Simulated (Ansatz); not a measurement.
Reaction (formal exchange of groups at a Ge–Ge bond): `[SiH3][SiH2][GeH2][GeH2][GeH2][SiH3]` + disilane → `[SiH3][SiH2][GeH2][GeH2][SiH2][SiH3]` + `[SiH3][GeH3]`

Gas-phase electronic energies from Ansatz, PBE0-D4/def2-TZVP geometries. CCSD(T)/CBS adds triple-zeta CCSD(T) − MP2 to the extrapolated MP2 energy (def2 sets, frozen cores). Functionals use def2-TZVPP. For Ge outer-core shells are correlated without core-valence functions, which leaves a few kJ/mol of doubt a bond. Scalar relativity is left out up to krypton. Each species was taken in one conformer, which may not be the lowest.

```
     level  ΔE (kJ/mol)
r2SCAN0-D4         12.8
   r2SCAN0         12.9
```

Question: What does CCSD(T)/CBS give? (Best estimate.)

Answer: Computed: +15.1 kJ/mol. The listed levels differ from it by -2.3, -2.2 kJ/mol.

Largest T1 diagnostic among the species: 0.013.

Leaving LDA and LC-ωPBE aside and taking each functional with its dispersion term where it has one, the values, not all of them listed here, spread over 11.8 kJ/mol, from B97M-V to BHLYP-D4.
